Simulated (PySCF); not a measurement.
This PySCF input asks for the NMR shieldings of SMILES C/C=C(/C)CC[SiH2]NC, C7H17NSi; the geometry comes from GFN2-xTB.

```python
import basis_set_exchange as bse
import numpy as np
from pyscf import gto, dft
from pyscf.prop import nmr

atoms = """
C    -2.742622    1.589545   -1.337760
C    -2.908378    0.314729   -0.574536
C    -2.000633   -0.309410    0.166538
C    -2.320728   -1.600132    0.863853
C    -0.584688    0.168837    0.351889
C     0.337426   -0.398756   -0.732079
Si    2.111645    0.267966   -0.657456
N     2.811623   -0.329441    0.793074
C     4.175602   -0.055090    1.174151
H    -3.400467    2.357285   -0.927697
H    -1.721103    1.955347   -1.313081
H    -3.028980    1.436728   -2.378519
H    -3.898220   -0.119500   -0.654982
H    -3.323629   -1.943054    0.622248
H    -2.247854   -1.473104    1.944406
H    -1.608822   -2.371874    0.572745
H    -0.227505   -0.151939    1.333167
H    -0.544323    1.258694    0.328789
H     0.339876   -1.486900   -0.664402
H    -0.081622   -0.153723   -1.708037
H     2.066611    1.739732   -0.777058
H     2.932570   -0.264572   -1.750104
H     2.219365   -0.443941    1.601936
H     4.789912   -0.038143    0.277271
H     4.547545   -0.837491    1.838813
H     4.286352    0.910821    1.679795
"""
names = dict.fromkeys(["C", "Si", "N", "H"], "pcSseg-1")
basis = {el: gto.basis.parse(bse.get_basis(n, elements=[el], fmt="nwchem")) for el, n in names.items()}
mol = gto.M(atom=atoms, basis=basis, charge=0, verbose=0)
mf = dft.RKS(mol, xc="PBE0")
mf.grids.level = 2
mf.grids.alignment = dft.numint.BLKSIZE   # the property module wants whole blocks of grid points
mf.conv_tol = 1e-9
mf.kernel()

calc = nmr.RKS(mf)   # GIAO
C = mf.mo_coeff
Co = C[:, mf.mo_occ > 0]
resp = mf.gen_response(singlet=True, hermi=2)
def vind(x):   # induced exchange potential for any number of trial vectors
    d = np.einsum("pi,xij,qj->xpq", C, 2 * x.reshape(-1, C.shape[1], Co.shape[1]), Co, optimize=True)
    return np.einsum("xpq,pi,qj->xij", resp(d - d.transpose(0, 2, 1)), C, Co, optimize=True).ravel()
mo1, _ = nmr.rhf.solve_mo1(calc, with_cphf=vind)
sigma = calc.kernel(mo1)
for i, s in enumerate(sigma):   # ppm
    print("%2d %-2s %9.2f" % (i, mol.atom_pure_symbol(i), np.trace(s) / 3))
```

**Question.** What does it print?

**Answer.** 
```
 0 C     170.28
 1 C      60.61
 2 C      40.25
 3 C     159.81
 4 C     157.06
 5 C     171.35
 6 Si    379.08
 7 N     255.81
 8 C     153.88
 9 H      30.03
10 H      29.86
11 H      30.06
12 H      26.24
13 H      30.07
14 H      29.94
15 H      29.64
16 H      30.37
17 H      29.24
18 H      30.57
19 H      31.43
20 H      26.83
21 H      27.04
22 H      32.14
23 H      29.14
24 H      28.75
25 H      28.81
```

These numbers come from an equivalent density-fitted implementation of the same equations, which agrees with the script to about 0.01 ppm for H and up to a few tenths of a ppm for heavy atoms, so last digits may differ.

**Question.** Turn these shieldings into chemical shifts. Scale: $^{13}$C (σ = 186.93 ppm) and $^{29}$Si (σ = 349.16 ppm) and $^{1}$H (σ = 31.72 ppm) against TMS; $^{15}$N (σ = 267.73 ppm) vs NH3 (reference shieldings calculated alike).

**Answer.** Averaging equivalent atoms: C 2: 146.7; C 1: 126.3; C 8: 33.0; C 4: 29.9; C 3: 27.1; C 0: 16.6; C 5: 15.6; Si 6: -29.9; N 7: 11.9; H 12: 5.47; H 20/21: 4.78; H 23/24/25: 2.82; H 16/17: 1.92; H 13/14/15: 1.83; H 9/10/11: 1.74; H 18/19: 0.72; H 22: -0.42 ppm. Experimental scales use liquid or dissolved standards, which lie at an offset from isolated NH3 (liquid NH3: subtract about 20 ppm).

Size and cost of the density-fitted run: 245 basis functions, 110 s wall time on 1 thread of an Arm Neoverse N1, shared host; peak memory 1.1 GiB.
